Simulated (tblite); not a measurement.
Compound: CH₆NPSi₂.
Bonds: Si1–N2, N2–Si3, N2–C4, C4–P5 (triple). Hydrogens: H6, H7, H8 on Si1; H9, H10, H11 on Si3.

Computed with GFN2-xTB (tblite), gas phase: L-BFGS steps from a force-field or distance-geometry start until the largest atomic force falls under 0.01 eV/Å.

Step 17: E = -383.6376 eV
```
atom  x, y, z in Å  |  force x, y, z in eV/Å
Si1     1.6651    0.0806    0.0282   -0.036  -0.099  -0.090
N2     -0.0826    0.2416   -0.0478   -0.016  -0.009  -0.008
Si3    -1.3272   -0.9890    0.1071   -0.024   0.006  -0.038
C4     -0.5113    1.4801   -0.2014   -0.037  -0.056  -0.068
P5     -1.0346    2.9280   -0.4149   -0.076   0.265  -0.016
H6      1.9016   -1.3186   -0.2969    0.038  -0.081   0.066
H7      2.0203    0.4646    1.3877    0.159   0.011   0.084
H8      2.2427    0.9525   -0.9887    0.003   0.054   0.021
H9     -0.6922   -2.0777    0.8325    0.026  -0.035   0.097
H10    -1.7430   -1.4308   -1.2190   -0.003  -0.007  -0.145
H11    -2.4333   -0.3286    0.7872   -0.034  -0.049   0.098
```

Step 18: E = -383.6413 eV
```
atom  x, y, z in Å  |  force x, y, z in eV/Å
Si1     1.6674    0.0816    0.0303    0.020  -0.085  -0.044
N2     -0.0826    0.2411   -0.0092   -0.021  -0.072  -0.063
Si3    -1.3314   -0.9916    0.1082   -0.072  -0.043  -0.010
C4     -0.5115    1.4750   -0.1958   -0.153   0.292  -0.088
P5     -1.0268    2.9260   -0.4424    0.040  -0.082   0.037
H6      1.9212   -1.3167   -0.2996    0.002  -0.020   0.068
H7      2.0581    0.4635    1.3847    0.113  -0.008   0.020
H8      2.2173    0.9701   -0.9912   -0.005   0.010   0.041
H9     -0.7165   -2.0977    0.8376   -0.007   0.070   0.019
H10    -1.7422   -1.4164   -1.2319    0.048   0.024  -0.034
H11    -2.4476   -0.3322    0.7835    0.034  -0.085   0.054
```

Step 19: E = -383.6452 eV
```
atom  x, y, z in Å  |  force x, y, z in eV/Å
Si1     1.6613    0.0781    0.0266    0.059  -0.096   0.065
N2     -0.0862    0.2476   -0.0217   -0.014  -0.103  -0.068
Si3    -1.3276   -0.9903    0.1034   -0.108  -0.075   0.024
C4     -0.5175    1.4811   -0.2063   -0.026  -0.016  -0.015
P5     -1.0294    2.9316   -0.4315   -0.075   0.233  -0.028
H6      1.9188   -1.3223   -0.2924   -0.016  -0.011   0.055
H7      2.0568    0.4615    1.3820    0.085  -0.022  -0.008
H8      2.2237    0.9646   -0.9833    0.016   0.055  -0.033
H9     -0.7092   -2.0909    0.8418   -0.014   0.089  -0.012
H10    -1.7433   -1.4208   -1.2345    0.056   0.031  -0.011
H11    -2.4420   -0.3375    0.7899    0.038  -0.085   0.032
```

Question: Estimate the geometry and energy of step 20. (The exact step hangs on the optimiser's Hessian estimate; all steps are aligned on step 19, rigid shifts and turns removed.)

Answer: E = -383.6489 eV, largest force 0.273 eV/Å
```
atom  x, y, z in Å  |  force x, y, z in eV/Å
Si1     1.6570    0.0729    0.0247    0.062  -0.043   0.102
N2     -0.0897    0.2521   -0.0421   -0.019  -0.059  -0.048
Si3    -1.3258   -0.9904    0.0998   -0.098  -0.070   0.026
C4     -0.5241    1.4879   -0.2150    0.036  -0.131  -0.001
P5     -1.0341    2.9416   -0.4195   -0.087   0.256  -0.035
H6      1.9145   -1.3292   -0.2850   -0.027  -0.010   0.046
H7      2.0537    0.4599    1.3815    0.055  -0.039  -0.040
H8      2.2331    0.9592   -0.9771    0.013   0.053  -0.048
H9     -0.6992   -2.0825    0.8458   -0.023   0.093  -0.033
H10    -1.7438   -1.4261   -1.2367    0.054   0.033   0.014
H11    -2.4363   -0.3428    0.7975    0.033  -0.082   0.017
```

The energy changes by -0.0036 eV. The first-order estimate −F·Δx gives -0.0046 eV and the mean of the old and new forces, exact on a quadratic surface, -0.0036 eV. The step makes an angle of 72° with the force vector and moves no atom by more than 0.021 Å.

The cost below is that of the whole relaxation. Hardware: one thread of an Arm Neoverse V1 (shared host). Cost: 0.48 s wall.
